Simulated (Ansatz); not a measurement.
## Interaction energy ladder

The pair of K⁺ (SMILES [K+], atom 1) and NH₃ (SMILES N, atoms 2–5), both closed shells, in one local arrangement (a lower one may exist), relaxed at PBE0-D4/def2-TZVP:

K1  (-0.005, 0.016, -2.474)
N2  (0.001, -0.002, 0.313)
H3  (0.932, 0.035, 0.719)
H4  (-0.498, 0.781, 0.726)
H5  (-0.429, -0.831, 0.716)
(Å)

Ansatz 0.2.0; basis: def2-TZVPPD, with def2-QZVPPD for the basis limit; cores frozen in the correlated methods. The outer core shell of Li, Na, Mg and K is correlated. The def2 sets are not built for correlating such inner shells, so the correlated values are less sure here. B3LYP uses VWN-RPA correlation. Extrapolation: Hartree–Fock as exp(−7.88 √X), correlation as X^−2.97. Interaction energies count from these two fragments, frozen as in the pair, with the counterpoise correction; negative means bound.

(1) What is the interaction energy by CCSD(T) at an estimated basis limit (MP2 extrapolated from triple and quadruple zeta, plus CCSD(T) − MP2 in triple zeta)? (To be estimated.)

(2) Which atoms make the shortest contact between the fragments?

T1 diagnostic: at most 0.009.

Answers

(1) The calculation gives: -82.0 kJ/mol. Hartree–Fock alone gives -76.7 kJ/mol at the basis limit. It counts from the two fragments frozen as in the pair.

The same quantity by other methods in triple zeta, and each one's difference from that estimate:
```tsv
method	E_int (kJ/mol)	difference
PBE-D4	-82.4	-0.4
revPBE-D4	-78.5	3.5
BLYP-D4	-80.7	1.3
r2SCAN-D4	-80.1	1.9
B97M-V	-79.7	2.2
PBE0-D4	-83.1	-1.1
B3LYP-D4	-82.6	-0.6
HSE06-D4	-83.0	-1.0
wB97X-V	-82.1	-0.1
wB97M-V	-82.0	0.0
B2PLYP	-79.4	2.6
HF	-75.9	6.0
MP2	-78.4	3.6
CCSD	-77.6	4.4
CCSD(T)	-77.6	4.4
```
Differences are method less estimate.

(2) K1 and N2, 2.79 Å apart.

Basis-set superposition shift (counterpoise-corrected less uncorrected): CCSD(T) 3.3; MP2 3.1; HF 0.5; PBE0-D4 0.9; wB97M-V 0.9 kJ/mol.

For scale, one of the runs: CCSD(T)/def2-TZVPPD, 124 basis functions, launched by `ansatz run in.yaml --threads 2 --pin off --events-out ev --progress --plain --max-ram 5222MiB`. Hardware: 2 CPU threads of an Arm Neoverse V2, shared host. Wall time about 2.5 s.
